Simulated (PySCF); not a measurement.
The bridging unit E of a isoheterole (benzo[c]) is swapped. All species are isolated molecules in the gas phase. Strings in code marks are SMILES.

The numbers are results of PBE-D3(BJ)/def2-TZVP // PBE-D3(BJ)/def2-SVP (PySCF), not measurements. All candidates: neutral, multiplicity 1. Excitations are Tamm–Dancoff values on a coarser integration grid. The basis has no diffuse functions, so Rydberg states are missing or too high.

The T1 excitation (TDA) is 0.18 eV and the adiabatic ionisation energy (no zero-point term) is 7.34 eV. The hole reorganisation energy (four-point) is 0.211 eV.

### Question
Which member has these values?
A) `FC1(F)C=c2ccccc2=C1`
B) `[CH]1=c2ccccc2=[CH][GeH2]1`
C) `[CH]1=c2ccccc2=[CH][GaH]1`
D) `S=C1C=c2ccccc2=C1`

### Answer
D, `S=C1C=c2ccccc2=C1`. The others give `FC1(F)C=c2ccccc2=C1`: 0.92 eV, 7.50 eV, 0.197 eV; `[CH]1=c2ccccc2=[CH][GeH2]1`: 1.21 eV, 7.15 eV, 0.201 eV; `[CH]1=c2ccccc2=[CH][GaH]1`: 0.71 eV, 7.03 eV, 0.218 eV
